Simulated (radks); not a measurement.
Ru3+, configuration [Kr] 4d5.

Calculated with a radial shooting solver on a logarithmic mesh with Libxc functionals: scalar-relativistic Kohn-Sham, PBEsol, spin-polarised, spherical densities, point nucleus; open shells are filled with parallel spins first (spin-orbit coupling, left out, can overturn this in heavy ions).

Energy parts (hartree):
part                        energy
total                  -4526.55908
kinetic                 4680.72834
electron-nucleus      -10869.91153
Hartree                 1792.80295
exchange-correlation    -130.17884

Orbitals (lengths in bohr, moments of r in powers of bohr; <r^-3> diverges for s and p1/2; r(90%) holds 90 % of the orbital's charge):
| orbital | occ. | eigenvalue (hartree) | r(90%) | <r^-3> |
|---|---|---|---|---|
| 1s down | 1 | -807.0002 | 0.0600 | - |
| 1s up | 1 | -806.9999 | 0.0600 | - |
| 2s up | 1 | -117.1630 | 0.225 | - |
| 2s down | 1 | -117.1335 | 0.225 | - |
| 2p up | 3 | -105.0855 | 0.207 | 2997 |
| 2p down | 3 | -105.0631 | 0.207 | 2998 |
| 3s up | 1 | -21.69058 | 0.595 | - |
| 3s down | 1 | -21.67375 | 0.594 | - |
| 3p up | 3 | -17.72477 | 0.608 | 514.7 |
| 3p down | 3 | -17.70584 | 0.608 | 514.5 |
| 3d up | 5 | -11.34254 | 0.612 | 69.38 |
| 3d down | 5 | -11.31439 | 0.611 | 69.37 |
| 4s up | 1 | -4.12984 | 1.47 | - |
| 4s down | 1 | -3.99181 | 1.46 | - |
| 4p up | 3 | -3.01899 | 1.64 | 80.80 |
| 4p down | 3 | -2.87217 | 1.63 | 82.44 |
| 4d up | 5 | -1.42832 | 2.20 | 6.820 |
| 4d down | 0 | -1.27596 | 2.25 | 6.828 |
| 5s up | 0 | -1.08314 | 3.57 | - |
| 5s down | 0 | -0.98371 | 3.67 | - |
| 5p up | 0 | -0.82589 | 4.16 | 12.29 |

The highest occupied level is 4d up at -38.867 eV. Spin moment in Bohr magnetons: 5. For comparison, the ionisation energy in NIST's Atomic Spectra Database is 45 eV (theoretical). In exact Kohn-Sham theory the highest level is minus the ionisation energy, but local and semilocal functionals leave it too shallow, through self-interaction and a potential that decays too fast; potentials with the right tail come closer. Summed over all electrons, <r^2> = 26.16 bohr^2, which gives a Langevin (diamagnetic) susceptibility term of -20.7 x 10^-6 cm^3/mol. The density falls to 0.001 e/bohr^3 at r = 3.19 bohr.
